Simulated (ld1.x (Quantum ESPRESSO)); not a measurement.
# lead (Pb): excitation energies, all-electron against TM semilocal

Pb, norm-conserving Troullier–Martins (semilocal form), made with ld1.x (Quantum ESPRESSO) 7.5 (PBEsol, scalar-relativistic). Core [Xe] 4f14, reference 5d10 6s2 6p2. Waves: 6p (bound): rc 2.75 bohr; 5d (bound): rc 1.35 bohr; 5f channel at 0.3 Ry: rc 2.25 bohr; 6s (bound): rc 1.80 bohr. Local part: the s channel. Core correction: a·sin(br)/r model core inside 1.15 bohr.

Energies are relative to the spin-unpolarised reference configuration 5d10 6s2 6p2; without spin polarisation the order of configurations can differ from experiment.

**Question.** Give the all-electron excitation energy and the error of the potential for: 5d10 6s2 6p1; 5d10 6s2 6p0; 5d10 6s1 6p0; 5d10 6s1 6p3; 5d10 6s0 6p4; 5d9 6s2 6p3; 5d10 6s0 6p0.

**Answer.**

```
valence configuration  charge  ΔE all-electron (eV)  error AE − PS (meV)
         5d10 6s2 6p1      +1                 6.598                 -3.2
         5d10 6s2 6p0      +2                20.045                  -18
         5d10 6s1 6p0      +3                52.524                  -47
         5d10 6s1 6p3       0                 8.771                 -3.3
         5d10 6s0 6p4       0                17.906                 -9.4
          5d9 6s2 6p3       0                19.287                 -117
         5d10 6s0 6p0      +4                95.241                 -112
```

Levels in the configuration 5d10 6s2 6p0:

```json
{"level": "5d", "all-electron (eV)": "-37.875", "pseudo (eV)": "-37.787"}
{"level": "6s", "all-electron (eV)": "-27.522", "pseudo (eV)": "-27.530"}
```
